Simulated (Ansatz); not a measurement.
One change: `C=CC(=C)I` becomes `C=C(I)NC`.

Ansatz, PBE0-D4/def2-TZVP geometries, multiplicity 1. Each molecule was computed in one conformer, which needn't be the lowest.

Elements past krypton have def2 core potentials.

```csv
property,`C=CC(=C)I`
HOMO–LUMO gap (ωB97M-V/def2-TZVPP) / eV,9.76
LUMO energy (PBE/def2-TZVPP) / eV,-2.22
HOMO–LUMO gap (PBE0/def2-TZVPP) / eV,5.63
size of the dipole moment (B3LYP/def2-TZVPP) / D,1.36
LUMO energy (PBE0/def2-TZVPP) / eV,-1.30
HOMO energy (B3LYP/def2-TZVPP) / eV,-6.71
```

Task: Give the same properties after the change, and the shifts. (Best estimate.)

Result: Computed: 
```
                                        property  `C=C(I)NC`  shift
         HOMO–LUMO gap (ωB97M-V/def2-TZVPP) / eV        9.56  -0.20
               LUMO energy (PBE/def2-TZVPP) / eV       -1.69   0.53
            HOMO–LUMO gap (PBE0/def2-TZVPP) / eV        5.44  -0.19
size of the dipole moment (B3LYP/def2-TZVPP) / D        2.18   0.82
              LUMO energy (PBE0/def2-TZVPP) / eV       -0.78   0.52
             HOMO energy (B3LYP/def2-TZVPP) / eV       -6.01   0.70
```

With PBE0 the HOMO rises by 0.71 eV and the LUMO rises by 0.52 eV, so the gap narrows by about 0.19 eV. PBE moves the HOMO by 0.82 eV and ωB97M-V by 0.61 eV. Dipoles are sizes alone; their direction can turn.

B3LYP here is the variant with VWN-RPA as its local correlation; programs differ in this.

Spin–orbit coupling is left out; it splits and shifts lone-pair levels of the heavy atoms by tenths of an eV.
